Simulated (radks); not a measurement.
Coulomb parameter of the 4f shell of the thulium ion Tm2+ in the model configuration [Xe] 4f11.5 6s1.5, as a second difference U = [E(n + 0.5) + E(n - 0.5) - 2 E(n)] / (0.5)^2 with all orbitals relaxed. "Bare": the charge of the atom changes with n. "Screened": the 6s shell takes up the change at fixed total charge, which measures U(4f,4f) + U(6s,6s) - 2 U(4f,6s). Calculated with a radial shooting solver on a logarithmic mesh with Libxc functionals: scalar-relativistic Kohn-Sham, r2SCAN, spin-unpolarised, spherical densities, finite nucleus; meta-GGA in the generalised Kohn-Sham scheme; Fermi nuclear charge, rms radius 5.2256 fm.

| case | configuration | E - E(n) (eV) |
|---|---|---|
| start | [Xe] 4f11.5 6s1.5 | 0.000 |
| bare +0.5 | [Xe] 4f12 6s1.5 | -13.595 |
| bare -0.5 | [Xe] 4f11 6s1.5 | 18.466 |
| screened +0.5 | [Xe] 4f12 6s1 | -5.882 |
| screened -0.5 | [Xe] 4f11 6s2 | 7.988 |

U(bare) = 19.485 eV, U(screened by 6s) = 8.421 eV, against the Slater integral F0(4f,4f) = 34.661 eV with frozen orbitals.
